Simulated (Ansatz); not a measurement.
Geometry optimisation, Ansatz 0.2.0, RKS PBE-D4/def2-SVP.

Input file:

```yaml
crystal:
  periodic: [false, false, false]
  atoms:
    - { symbol: Ti, position_ang: [0.0, 0.0, 0.0] }
    - { symbol: Cl, position_ang: [0.0, 0.0, 2.37] }
    - { symbol: F, position_ang: [1.7257, 0.0, -0.6094] }
    - { symbol: F, position_ang: [-0.8619, 1.4933, -0.6094] }
    - { symbol: "N", position_ang: [-0.9703, -1.681, -0.686] }
    - { symbol: H, position_ang: [-1.5052, -2.2973, -0.0095] }
    - { symbol: H, position_ang: [-0.9349, -1.9302, -1.7156] }
basis:
  gaussian: { orbitals: def2-SVP }
hamiltonian:
  xc: pbe
  dispersion: d4
relax:
  f_tol: 0.02
  max_steps: 40
```

Launched with:

```bash
$ ansatz run input.yaml --threads 2 --pin off --max-ram 3072MiB --backend cpu --events-out ev --progress --plain --runs-dir out
```

Where does it end, and by what steps?

It converged. After 13 steps the energy has fallen by 0.914 eV; H7 moved furthest, 1.02 Å.

```json
{"step": "0", "energy less start (eV)": "0.0000", "largest force component (eV/Å)": "2.108", "accepted": "yes"}
{"step": "1", "energy less start (eV)": "-0.7989", "largest force component (eV/Å)": "0.951", "accepted": "yes"}
{"step": "2", "energy less start (eV)": "-0.8332", "largest force component (eV/Å)": "0.201", "accepted": "yes"}
{"step": "3", "energy less start (eV)": "-0.8383", "largest force component (eV/Å)": "0.077", "accepted": "yes"}
{"step": "4", "energy less start (eV)": "-0.8415", "largest force component (eV/Å)": "0.071", "accepted": "yes"}
{"step": "5", "energy less start (eV)": "-0.8352", "largest force component (eV/Å)": "0.786", "accepted": "no"}
{"step": "6", "energy less start (eV)": "-0.8489", "largest force component (eV/Å)": "0.091", "accepted": "yes"}
{"step": "7", "energy less start (eV)": "-0.8546", "largest force component (eV/Å)": "0.277", "accepted": "yes"}
{"step": "8", "energy less start (eV)": "-0.8717", "largest force component (eV/Å)": "0.154", "accepted": "yes"}
{"step": "9", "energy less start (eV)": "-0.8910", "largest force component (eV/Å)": "0.229", "accepted": "yes"}
{"step": "10", "energy less start (eV)": "-0.9033", "largest force component (eV/Å)": "0.155", "accepted": "yes"}
{"step": "11", "energy less start (eV)": "-0.9108", "largest force component (eV/Å)": "0.088", "accepted": "yes"}
{"step": "12", "energy less start (eV)": "-0.9125", "largest force component (eV/Å)": "0.157", "accepted": "yes"}
{"step": "13", "energy less start (eV)": "-0.9135", "largest force component (eV/Å)": "0.012", "accepted": "yes"}
```

```xyz
7
Properties=species:S:1:pos:R:3
Ti -0.034 -0.022 -0.014
Cl 0.275 -0.203 2.174
F 1.522 0.060 -0.809
F -1.083 1.341 -0.330
N -0.895 -1.537 -0.649
H -1.913 -1.664 -0.669
H -0.418 -2.390 -0.964
```

Run time: 36 s on 2 threads of Arm Neoverse V1, with other jobs on the host, peak memory 0.16 GiB.
